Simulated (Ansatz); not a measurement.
One geometry of BeMe2 (C₂H₆Be), several levels of theory.

```yaml
crystal:
  periodic: [false, false, false]
  atoms:
    - {symbol: Be, position_ang: [0.002996, 0.006751, 0.000052]}
    - {symbol: C, position_ang: [-0.003141, -0.012843, 1.680507]}
    - {symbol: H, position_ang: [-0.439025, 0.897624, 2.107051]}
    - {symbol: H, position_ang: [1.005600, -0.101980, 2.099445]}
    - {symbol: H, position_ang: [-0.582297, -0.853021, 2.080443]}
    - {symbol: C, position_ang: [0.004195, 0.015275, -1.680504]}
    - {symbol: H, position_ang: [-1.010331, 0.018197, -2.095032]}
    - {symbol: H, position_ang: [0.509092, -0.863375, -2.097868]}
    - {symbol: H, position_ang: [0.512911, 0.893363, -2.094084]}
basis:
  gaussian: {orbitals: def2-TZVPD, initial_orbitals: start.molden}
correlation: {method: ccsd_t}
scf: {omitted_lower_state_checks: [starts]}
output: {orbitals: {seedname: orbitals}}
```

The file start.molden holds the orbitals of an earlier run on this structure, at another level or in another basis.

```sh
$ ansatz run in.yaml --threads 4 --pin off --events-out ev --progress --plain --max-ram 3916MiB
```

It prints (some lines left out):

```
Functional definition: HF
1091 factors; integrals over basis functions are off by at most 8.0e-4 eV
mean field evaluation 1: about -2554.8899 eV, gradient 1.6e1 eV
mean field evaluation 2: about -2555.1930 eV, gradient 3.2e-1 eV
mean field evaluation 4: about -2555.1956 eV, gradient 8.2e-4 eV
mean field -2555.19560857 eV, -93.9017066413 hartree, gradient 5.3e-7 eV, S^2 0.000000; 0 other end points of the search recorded, 0 dependent functions left out
2 core orbitals not correlated: weight in the atoms' cores, before any rotation towards them, 1.000 or more for the frozen orbitals, at most 0.000 for the correlated occupied ones
reference -2555.19560857 eV, -93.9017066413 hartree; 9, 9 occupied and 139, 139 virtual orbitals, 1091 factors
second order -11.52424495 eV of doubles, -0.00000000 eV of singles
cycle   1  -12.31989603 eV  change   -8.0e-1 eV  update   6.5e-2
cycle   2  -12.61229908 eV  change   -2.9e-1 eV  update   1.9e-2
cycle   3  -12.64604870 eV  change   -3.4e-2 eV  update   6.2e-3
cycle   4  -12.64447766 eV  change    1.6e-3 eV  update   1.6e-3
cycle   5  -12.64406301 eV  change    4.1e-4 eV  update   4.9e-4
cycle   6  -12.64395469 eV  change    1.1e-4 eV  update   1.4e-4
cycle   7  -12.64395809 eV  change   -3.4e-6 eV  update   4.1e-5
cycle   8  -12.64395947 eV  change   -1.4e-6 eV  update   1.5e-5
perturbative correction -0.41042251 eV, -0.0150827490 hartree
Total energy: -2568.24999055 eV, -94.3814463305 hartree
Checks for a lower state left out: starts
```

It took 7.5 s on 4 threads of Arm Neoverse V2 on a shared host, peak host memory 1.1 GiB.

As the first input, with `gaussian: {orbitals: def2-TZVPP, initial_orbitals: start.molden}` (abridged; 10 s):

```
Functional definition: HF
mean field -2555.23731601 eV, -93.9032393613 hartree, gradient 6.8e-7 eV, S^2 0.000000
2 core orbitals not correlated: weight in the atoms' cores, before any rotation towards them, 1.000 or more for the frozen orbitals, at most 0.000 for the correlated occupied ones
second order -11.88259086 eV of doubles, -0.00000000 eV of singles
cycle   1  -12.62359962 eV  change   -7.4e-1 eV  update   6.2e-2
cycle   2  -12.90882407 eV  change   -2.9e-1 eV  update   1.8e-2
cycle   3  -12.94038330 eV  change   -3.2e-2 eV  update   5.9e-3
cycle   4  -12.93854262 eV  change    1.8e-3 eV  update   1.5e-3
cycle   5  -12.93835186 eV  change    1.9e-4 eV  update   4.4e-4
cycle   6  -12.93829960 eV  change    5.2e-5 eV  update   1.3e-4
cycle   7  -12.93829005 eV  change    9.6e-6 eV  update   3.6e-5
cycle   8  -12.93828760 eV  change    2.4e-6 eV  update   1.2e-5
perturbative correction -0.42302392 eV, -0.0155458423 hartree
Total energy: -2568.59862753 eV, -94.3942585030 hartree
Checks for a lower state left out: starts
```

The first input with `gaussian: {orbitals: def2-TZVP, initial_orbitals: start.molden}`, `hamiltonian: {xc: hf}` and without the key `correlation` (abridged; 0.25 s):

```
Functional definition: HF
mean field -2555.17318293 eV, -93.9008825139 hartree, gradient 6.2e-5 eV, S^2 0.000000
Total energy: -2555.17318293 eV, -93.9008825139 hartree
Checks for a lower state left out: starts
```

First input, but with `hamiltonian: {xc: pbe, dispersion: d4}` and without the key `correlation` (abridged; 0.7 s):

```
Functional definition: PBE
mean field -2570.06943003 eV, -94.4483094979 hartree, gradient 2.0e-5 eV, S^2 0.000000
Total energy: -2570.16230928 eV, -94.4517227474 hartree
Checks for a lower state left out: starts
```

First input, but with `gaussian: {orbitals: def2-TZVP, initial_orbitals: start.molden}`, `correlation: {method: mp2}` (abridged; 0.3 s):

```
Functional definition: HF
mean field -2555.17319765 eV, -93.9008830551 hartree, gradient 2.9e-6 eV, S^2 0.000000
2 core orbitals not correlated: weight in the atoms' cores, before any rotation towards them, 1.000 or more for the frozen orbitals, at most 0.000 for the correlated occupied ones
second order -11.42520384 eV of doubles, -0.00000000 eV of singles
Total energy: -2566.59840149 eV, -94.3207515520 hartree
Checks for a lower state left out: starts
```

The first input with `gaussian: {orbitals: def2-TZVP, initial_orbitals: start.molden}`, `hamiltonian: {xc: {name: r2SCANh}, dispersion: d4}` and without the key `correlation` (abridged; 1.1 s):

```
Functional definition: r2SCANh
mean field -2572.43745800 eV, -94.5353329209 hartree, gradient 1.7e-5 eV, S^2 0.000000
Total energy: -2572.46301715 eV, -94.5362722022 hartree
Checks for a lower state left out: starts
```

First input, but with `hamiltonian: {xc: r2scan, dispersion: d4}` and without the key `correlation` (abridged; 1.4 s):

```
Functional definition: r2SCAN
mean field -2572.52735714 eV, -94.5386366534 hartree, gradient 8.8e-6 eV, S^2 0.000000
Total energy: -2572.55187363 eV, -94.5395376175 hartree
Checks for a lower state left out: starts
```

Geometry: r2SCAN-D4/def2-TZVP.

Correlated methods freeze 2 core orbitals.
